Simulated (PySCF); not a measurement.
# VB from Hartree–Fock to correlated methods

State: ⁷Σ⁺ (septet), unpaired electrons σ ↑↑, π ↑↑, δ ↑↑. Set-up: basis V def2-TZVPP, B def2-TZVPP; no relativity; PySCF 2.14. De refers to V (3d3 4s2) + B in their high-spin ground configurations, without counterpoise correction. The functionals are run spin-unrestricted. A positive dipole means V(−)B(+).

```csv
Level,Re (Å),ωe (cm⁻¹),De (eV),μ (D)
ROHF,2.130,493,n/a,-2.22
ROHF-MP2,1.848,755,n/a,n/a
ROHF-SCS-MP2,1.945,562,n/a,n/a
PBE,2.028,597,n/a,-2.50
PBEsol,2.013,611,n/a,-2.42
r²SCAN,2.020,612,n/a,-2.93
TPSSh,2.019,616,n/a,-3.08
PBE0,2.000,634,n/a,-3.13
M06-2X,1.964,666,n/a,-3.11
ωB97X,1.981,669,n/a,-3.90
B2PLYP,1.986,685,n/a,-3.70
```

Question: What does a quarter of exact exchange do here, going from PBE to PBE0?

Answer: PBE0 less PBE: -2.8 pm in Re, +6.2 % in ωe. Exact exchange removes part of the self-interaction that spreads semilocal densities, and in most molecules shortens and stiffens the bond and lowers De; so it does here.

Question: What does the step from GGA to meta-GGA do here, going from PBE to r²SCAN?

Answer: r²SCAN less PBE: -0.8 pm in Re, +2.5 % in ωe. 

Correlated steps freeze 6 core orbitals. De is left out where the level can put another filling of the metal’s s and d shells below the measured ground configuration, by anything from nothing to about 1 eV. B2PLYP dipoles, levels and charges come from its SCF part alone. The state is the lowest single determinant that the PBE0 search found; with open d or f shells the true ground state can be another one.
